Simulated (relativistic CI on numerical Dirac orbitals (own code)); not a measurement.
**Co³⁺ in a cubic cluster: L2,3 absorption with charge transfer**

Computed with a charge-transfer multiplet model of a cubic metal-ligand cluster with up to 3 ligand holes, Slater and spin-orbit integrals from Dirac-Coulomb-Breit ions, Slater integrals scaled by 0.8. The ground state mixes d6 with configurations of k ligand holes L, whose averages lie at kΔ + k(k − 1)U_dd/2; a core hole lowers each added d electron by U_cd. 300 K, Lorentzian 0.4 eV and Gaussian 0.3 eV FWHM.

Atomic integrals in eV (Slater integrals scaled, ζ unscaled), ground: F2dd 10.085, F4dd 6.299, zeta_d 0.071; with the core hole: F2dd 10.695, F4dd 6.685, zeta_d 0.093, zeta_core 9.664, F2cd 6.345, G1cd 4.816, G3cd 2.738.

Cluster parameters (eV): U_dd = 7.8, U_cd = 8.9, 10Dq = 1.5, 10Dq(ligand) = 0.3, V(eg) = 3.05, V(t2g) = -1.38, final-state hopping factor = 0.9.

```csv
Case,n_d,d6,d7L,d8L2,d9L3,S
Δ = 0.6 eV,6.77,0.35,0.52,0.12,0.01,0.02
Δ = 1.6 eV,6.69,0.41,0.49,0.09,0.00,0.02
Δ = 3.6 eV,6.54,0.52,0.42,0.06,0.00,0.03
Δ = 5.6 eV,6.41,0.63,0.34,0.03,0.00,0.04
Δ = 6.6 eV,6.36,0.67,0.30,0.03,0.00,0.05
```

Weights, n_d and S are thermal averages at 300 K. Photon energies count from the first peak over 30 % of the highest in each spectrum, which can be another peak from case to case. The parameters are a model scan and need not match a compound or its usual spin state. Peaks in eV (height, largest 100):
- Δ = 0.6 eV: -1.7 (5), 0.0 (100), 2.3 (16), 4.0 (8), 14.4 (64), 16.1 (9)
- Δ = 1.6 eV: -1.7 (5), 0.0 (100), 2.3 (17), 4.3 (7), 14.4 (64), 16.0 (10)
- Δ = 3.6 eV: -1.8 (6), 0.0 (100), 2.3 (24), 5.2 (5), 14.3 (60), 15.9 (14)
- Δ = 5.6 eV: -2.1 (7), 0.0 (100), 2.1 (32), 14.2 (51), 15.6 (17)
- Δ = 6.6 eV: -2.1 (8), 0.0 (100), 2.1 (36), 14.2 (46), 15.6 (19)

Curve for Δ = 0.6 eV (points under 2 left out, the grid thinned):

```json
{"E (eV)": "-2.2", "Intensity": "2.1"}
{"E (eV)": "-1.9", "Intensity": "4.1"}
{"E (eV)": "-1.7", "Intensity": "5.3"}
{"E (eV)": "-1.4", "Intensity": "4.9"}
{"E (eV)": "-1.1", "Intensity": "6.6"}
{"E (eV)": "-0.9", "Intensity": "9.8"}
{"E (eV)": "-0.6", "Intensity": "23.7"}
{"E (eV)": "-0.3", "Intensity": "68.7"}
{"E (eV)": "-0.1", "Intensity": "97.3"}
{"E (eV)": "0.2", "Intensity": "75.4"}
{"E (eV)": "0.5", "Intensity": "31.6"}
{"E (eV)": "0.8", "Intensity": "19.2"}
{"E (eV)": "1.0", "Intensity": "15.1"}
{"E (eV)": "1.3", "Intensity": "9.3"}
{"E (eV)": "1.6", "Intensity": "8.1"}
{"E (eV)": "1.8", "Intensity": "8.7"}
{"E (eV)": "2.1", "Intensity": "13.7"}
{"E (eV)": "2.4", "Intensity": "14.8"}
{"E (eV)": "2.6", "Intensity": "10.7"}
{"E (eV)": "2.9", "Intensity": "5.1"}
{"E (eV)": "3.2", "Intensity": "3.5"}
{"E (eV)": "3.4", "Intensity": "3.4"}
{"E (eV)": "3.7", "Intensity": "5.2"}
{"E (eV)": "4.0", "Intensity": "8.4"}
{"E (eV)": "4.2", "Intensity": "7.5"}
{"E (eV)": "4.5", "Intensity": "4.2"}
{"E (eV)": "4.8", "Intensity": "2.8"}
{"E (eV)": "5.0", "Intensity": "2.3"}
{"E (eV)": "13.1", "Intensity": "2.3"}
{"E (eV)": "13.4", "Intensity": "4.0"}
{"E (eV)": "13.6", "Intensity": "6.2"}
{"E (eV)": "13.9", "Intensity": "15.5"}
{"E (eV)": "14.2", "Intensity": "48.6"}
{"E (eV)": "14.4", "Intensity": "64.0"}
{"E (eV)": "14.7", "Intensity": "30.4"}
{"E (eV)": "15.0", "Intensity": "11.6"}
{"E (eV)": "15.3", "Intensity": "7.0"}
{"E (eV)": "15.5", "Intensity": "6.1"}
{"E (eV)": "15.8", "Intensity": "7.8"}
{"E (eV)": "16.1", "Intensity": "9.2"}
{"E (eV)": "16.3", "Intensity": "8.2"}
{"E (eV)": "16.6", "Intensity": "4.7"}
{"E (eV)": "16.9", "Intensity": "2.4"}
{"E (eV)": "18.9", "Intensity": "2.2"}
{"E (eV)": "19.2", "Intensity": "2.2"}
```

For the case Δ = 3.6 eV, Δ = 3.6 eV is smaller than U_dd = 7.8 eV, the charge-transfer side of the Zaanen-Sawatzky-Allen scheme. With the core hole the configuration with one ligand hole lies at Δ + U_dd − U_cd = -0.5, 0.5, 2.5, 4.5, 5.5 eV from the one without, in the order of the table; where this is negative the screened configuration lies lower, though the effective hopping of about 5.1 eV (from the holes of the mixed ground state) mixes the two strongly wherever it is as large as the gap.
